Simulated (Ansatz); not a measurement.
C3H6Zn (`C=[CH][Zn][CH3]`) at its PBE0-D4/def2-TZVP geometry, where that method's forces vanish. Charge 0, multiplicity 1.

```xyz
10

C    -1.3005    1.8525    0.7508
C    -1.1803    0.5286    0.8593
Zn    0.1653   -0.5120   -0.0535
C     1.5251   -1.5383   -0.9784
H    -2.0703    2.4153    1.2774
H    -0.6385    2.4525    0.1306
H    -1.9047    0.0387    1.5119
H     2.2630   -0.8805   -1.4453
H     2.0564   -2.1992   -0.2885
H     1.0846   -2.1576   -1.7643
```

(1) What forces (eV/Å) does B3LYP-D4/def2-TZVPP give on these atoms in Ansatz? (Best estimate.)

Answers

(1) The calculation gave: 
```
C1  -0.008  0.153 -0.016
C2  -0.139 -0.029  0.112
Zn3 -0.034  0.010  0.028
C4   0.158 -0.118 -0.108
H5   0.054 -0.030 -0.038
H6  -0.050 -0.028  0.044
H7   0.054  0.015 -0.045
H8  -0.035 -0.036  0.022
H9  -0.026  0.033 -0.038
H10  0.026  0.030  0.039
```

B3LYP here is the variant with VWN-RPA as its local correlation; programs differ in this.
